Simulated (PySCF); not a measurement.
trans-(1R,2R)-1-chloro-2-methylcyclopropane (C₄H₇Cl), SMILES Cl[C@H]1[C@@H](C1)C.

Geometry: B3LYP-D3(BJ)/def2-SVP.

Method: PySCF with PBE/def2-TZVP.

The molecule is in vacuum.

```yaml
total_energy: -616.47391 hartree
highest_occupied_level: -6.33 eV
lowest_empty_level: -0.35 eV
orbital_gap: 5.97 eV
dipole_moment: 0.419 e·Å
quadrupole, principal values (traceless, Buckingham form, about the centre of nuclear charge): -2.81, 0.34, 2.47 D·Å
mean_static_polarisability: 60.6 bohr³ (8.98 Å³)
polarisability_principal_values: 51.0, 56.5, 74.3 bohr³
```
